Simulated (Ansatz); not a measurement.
Potential energy curve for C4H12Cl2Ga2, singlet. The C4–H20 bond (C4 also carries Ga, H, H; H20 carries nothing else) is varied alone, starting from the PBE0/def2-SVP optimised geometry. Each curve is given relative to its own lowest point near equilibrium.

```json
[
 {"R / Å": "0.90", "A": "23.7", "B": "24.7", "C": "23.7", "D": "23.5"},
 {"R / Å": "0.98", "A": "7.2", "B": "7.9", "C": "7.2", "D": "7.2"},
 {"R / Å": "1.04", "A": "1.6", "B": "2.0", "C": "1.6", "D": "1.6"},
 {"R / Å": "1.07", "A": "0.4", "B": "0.6", "C": "0.4", "D": "0.4"},
 {"R / Å": "1.10", "A": "0.0", "B": "0.0", "C": "0.0", "D": "0.0"},
 {"R / Å": "1.13", "A": "0.3", "B": "0.1", "C": "0.3", "D": "0.3"},
 {"R / Å": "1.19", "A": "2.6", "B": "2.0", "C": "2.6", "D": "2.5"},
 {"R / Å": "1.25", "A": "6.6", "B": "5.6", "C": "6.6", "D": "6.3"},
 {"R / Å": "1.33", "A": "13.6", "B": "12.0", "C": "13.6", "D": "13.1"},
 {"R / Å": "1.47", "A": "28.2", "B": "25.6", "C": "28.2", "D": "27.2"},
 {"R / Å": "1.59", "A": "41.5", "B": "38.0", "C": "41.5", "D": "40.0"},
 {"R / Å": "1.82", "A": "66.0", "B": "60.6", "C": "66.0", "D": "63.4"},
 {"R / Å": "2.06", "A": "88.2", "B": "80.8", "C": "87.9", "D": "84.6"},
 {"R / Å": "2.31", "A": "107.2", "B": "97.0", "C": "100.9", "D": "102.6"},
 {"R / Å": "2.67", "A": "128.2", "B": "107.2", "C": "108.6", "D": "122.2"},
 {"R / Å": "3.22", "A": "149.0", "B": "111.5", "C": "111.9", "D": "141.5"}
]
```

Energies in kcal/mol.

Match the curves with the methods restricted B3LYP/def2-SVP (Ansatz, an electronic-structure program); restricted PBE0/def2-SVP run with Ansatz; unrestricted PBE/def2-SVP (Ansatz); unrestricted PBE0/def2-SVP (Ansatz).

A is RKS-PBE0; B is UKS-PBE; C is UKS-PBE0; D is RKS-B3LYP.

The unrestricted solution behind UKS-PBE changes between 2.31 and 2.67 Å, which can leave a kink. The unrestricted determinant behind UKS-PBE is spin-contaminated at 2.31 to 3.22 Å (<S²> up to 1.0, against 0.00 for a pure singlet). The restricted form behind RKS-B3LYP, RKS-PBE0 keeps the bonding electrons paired and can't separate into open-shell fragments. The unrestricted determinant behind UKS-PBE0 is spin-contaminated at 2.06 to 3.22 Å (<S²> up to 1.0, against 0.00 for a pure singlet).
